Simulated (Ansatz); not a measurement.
Reaction (ligand exchange at the Si–S bond): `SC[SiH2]S` + CH₃OH → `CO[SiH2]CS` + H₂S

Isolated molecules relaxed with PBE0-D4/def2-TZVP in Ansatz; ΔE leaves out vibrations. CCSD(T)/CBS adds triple-zeta CCSD(T) − MP2 to the extrapolated MP2 energy (def2 sets, frozen cores). This one scheme is used for every species. DFT in def2-TZVPP. B3LYP here is the variant with VWN-RPA as its local correlation; programs differ in this. HSE06 is defined as in plane-wave codes. Each species was taken in one conformer, which may not be the lowest.

`SC[SiH2]S`:

```xyz
10

S    -1.609    0.753   -1.048
C    -0.311    1.129    0.160
Si    0.997   -0.216    0.213
S     0.163   -2.148    0.596
H    -2.020   -0.391   -0.475
H    -0.745    1.334    1.140
H     0.156    2.053   -0.193
H     1.726   -0.225   -1.078
H     1.933    0.019    1.345
H    -0.290   -2.309   -0.660
```

CH₃OH:

```xyz
6

C     0.269    0.129   -0.195
O    -0.696    0.110    0.832
H     0.820    1.065   -0.099
H    -0.183    0.101   -1.194
H     0.985   -0.698   -0.111
H    -1.195   -0.706    0.766
```

`CO[SiH2]CS`:

Z-matrix (Å, degrees):
```
C
O 1 1.408
H 1 1.096 2 111.4
H 1 1.096 2 111.5 3 -121.5
H 1 1.091 2 108.3 3 119.2
Si 2 1.645 1 123.3 3 63.8
C 6 1.864 2 106.0 1 174.5
H 6 1.493 2 110.0 1 -65.6
H 6 1.489 2 110.5 1 54.5
S 7 1.813 6 111.4 2 -56.1
H 7 1.093 6 108.8 2 -172.6
H 7 1.092 6 112.0 2 68.8
H 10 1.343 7 96.7 6 45.6
```

H₂S:

```xyz
3

S     0.103   -0.500   -0.351
H     0.044    0.816   -0.603
H    -0.148   -0.316    0.954
```

| level | ΔE (kJ/mol) | difference from CCSD(T)/CBS |
| --- | --- | --- |
| PBE-D4 | -21.2 | 11.8 |
| BLYP-D4 | -35.1 | -2.1 |
| r2SCAN-D4 | -32.0 | 1.0 |
| B97M-V | -35.9 | -2.9 |
| PBE0-D4 | -24.2 | 8.8 |
| B3LYP-D4 | -36.9 | -3.9 |
| r2SCANh-D4 | -32.1 | 0.9 |
| r2SCAN0-D4 | -32.3 | 0.7 |
| HSE06-D4 | -23.8 | 9.2 |
| BHLYP-D4 | -41.2 | -8.2 |
| CAM-B3LYP-D4 | -43.3 | -10.3 |
| ωB97X-V | -35.7 | -2.7 |
| ωB97M-V | -35.4 | -2.4 |
| B2PLYP | -38.4 | -5.4 |
| PBE-QIDH | -29.7 | 3.3 |
| PBE | -21.9 | 11.1 |
| revPBE | -20.2 | 12.8 |
| BLYP | -36.5 | -3.5 |
| r2SCAN | -31.7 | 1.3 |
| PBE0 | -24.7 | 8.3 |
| B3LYP | -38.4 | -5.4 |
| r2SCANh | -31.9 | 1.1 |
| HSE06 | -24.4 | 8.6 |
| BHLYP | -43.6 | -10.6 |
| CAM-B3LYP | -44.0 | -11.0 |
| LC-ωPBE | -31.5 | 1.5 |
| RPA@PBE/def2-TZVPP | -40.8 | -7.8 |
| HF/def2-SVP | -42.7 | -9.7 |
| MP2/def2-SVP | -35.6 | -2.6 |
| CCSD/def2-SVP | -38.3 | -5.3 |
| HF/def2-TZVPP | -49.8 | -16.8 |
| MP2/def2-TZVPP | -34.2 | -1.2 |
| SCS-MP2/def2-TZVPP | -39.1 | -6.1 |
| CCSD/def2-TZVPP | -40.0 | -7.0 |
| CCSD(T)/def2-TZVPP | -37.3 | -4.3 |
| HF/def2-QZVPP | -51.2 | -18.2 |
| SCS-MP2/def2-QZVPP | -37.1 | -4.1 |
| HF/CBS(def2) | -51.4 | -18.4 |
| MP2/CBS(def2) | -30.0 | 3.0 |
| CCSD/CBS(def2) | -35.7 | -2.7 |
| CCSD(T)/CBS | -33.0 | 0 |

Largest T1 diagnostic among the species: 0.011.

Leaving LDA and LC-ωPBE aside and taking each functional with its dispersion term where it has one, the values, not all of them listed here, spread over 22.4 kJ/mol, from CAM-B3LYP-D4 to revPBE-D4. LDA lies −5.5 kJ/mol from PBE without D4. In def2-TZVPP, CCSD(T) changes the Hartree–Fock value by +12.5 kJ/mol (the triples alone add +2.7 kJ/mol) and MP2 by +15.6 kJ/mol.
